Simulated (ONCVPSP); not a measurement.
## Cutoff test, aluminium (Al), ONCV

ONCVPSP 4.0.1 input, shortened (lines: element, Z, core and valence counts, functional; n l f; lmax; l rc ep ncon nbas qcut; lloc lpopt rc5 dvloc0; l nproj debl; icmod fcfact rcfact), PBEsol, scalar-relativistic:

```
  Al 13.00    3    2  -116133      upf
    1    0    2.00
    2    0    2.00
    2    1    6.00
    3    0    2.00
    3    1    1.00
    2
    0    1.50    0.00    3    6    5.50
    1    2.30    0.00    3    7    3.90
    2    2.25    0.30    4    7    3.90
    0    5    1.50    0.00
    0    0    3.20
    1    2    1.30
    2    2    2.80
    1    0.35    0.00
```

For each optimised wave give the share of its norm inside rc, the residual kinetic energy above qcut (Ha) and the cutoffs (Ha) for errors of 10, 1, 0.1 and 0.01 mHa per electron.

| wave | norm inside rc | residual KE | 10 mHa | 1 mHa | 0.1 mHa | 0.01 mHa |
| --- | --- | --- | --- | --- | --- | --- |
| 3s | 0.123 | 1.5e-04 | 3.3 | 5.6 | 50.6 | 88.9 |
| 3p | 0.237 | 4.1e-06 | 1.2 | 2.1 | 4.6 | 6.9 |
| p projector 2 | 0.150 | 5.6e-05 | 2.6 | 3.5 | 6.9 | 13.3 |
| d projector 1 | 0.275 | 1.0e-03 | 4.7 | 7.7 | 27.3 | 34.1 |
| d projector 2 | 0.272 | 1.3e-01 | 18.1 | 40.3 | 46.8 | 57.3 |

The occupied waves need 5.6 Ha and 51 Ha for 1 and 0.1 mHa. The cutoffs count occupied waves only; projector 2 of the d channel, the hardest unoccupied one, needs 40 Ha at the loose tolerance.
